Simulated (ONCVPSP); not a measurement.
## What the settings do to the ONCV potential of S (Z = 16)

Base potential:

S, optimised norm-conserving Vanderbilt (ONCV), made with ONCVPSP 4.0.1 (PBE, scalar-relativistic). Core [He], reference 2s2 2p6 3s2 3p3 (charge +1). Waves: 2s+3s: rc 0.40 bohr, ncon 4, nbas 8, qcut 35.3 1/bohr, 2 projectors; 2p+3p: rc 0.70 bohr, ncon 4, nbas 8, qcut 15.9 1/bohr, 2 projectors. Local part: polynomial inside 0.30 bohr (lpopt 5, dvloc0 1 Ha). Core correction: Teter function, fcfact 3.5, rcfact 1.05.

Cutoffs, loose and tight: the cutoffs (Ha) at which the residual kinetic energy of the hardest occupied pseudo-wave falls to 1 and 0.1 mHa per electron. They do not see the model core or the augmentation charge, which bear on the density cutoff. Test errors are all-electron minus pseudo excitation energies from the reference, over the configurations 2s2 2p6 3s2 3p4; 2s2 2p6 3s2 3p2; 2s2 2p6 3s2 3p1; 2s2 2p6 3s1 3p5. A dash means not determined; rows that change the core or the reference have their own tests.

| change | outcome | cutoff, loose | cutoff, tight | bound ghosts | GHOST(+) flags above zero | largest test error (meV) |
| --- | --- | --- | --- | --- | --- | --- |
| base | generated | 272 Ha | 406 Ha | none | none | +5.3 |
| p: rc 0.5 | generated | 811 Ha | 1070 Ha | none | none | +2.7 |
| p: rc 0.56 | generated | 618 Ha | 722 Ha | none | none | +3.9 |
| p: rc 0.62 | generated | 463 Ha | 559 Ha | none | none | +4.7 |
| p: rc 0.8 | generated | 272 Ha | 324 Ha | none | none | +5.6 |
| p: rc 0.88 | generated | 272 Ha | 324 Ha | none | none | +5.5 |
| p: rc 0.92 | generated | 272 Ha | 324 Ha | none | none | +5.3 |
| p: rc 1 | generated | 272 Ha | 324 Ha | none | none | +4.8 |

Reading the sweep of the p radius (base included, trends over the rows without a ghost): The loose cutoff falls from 811 Ha at 0.5 to 272 Ha at 1 bohr. A larger radius leaves more room for a smooth pseudo-wave, so fewer plane waves are needed; a smaller one forces it to follow the all-electron wave where it bends sharply. The median size of the test errors (rows with all tests solved) stays near 1.3 meV.
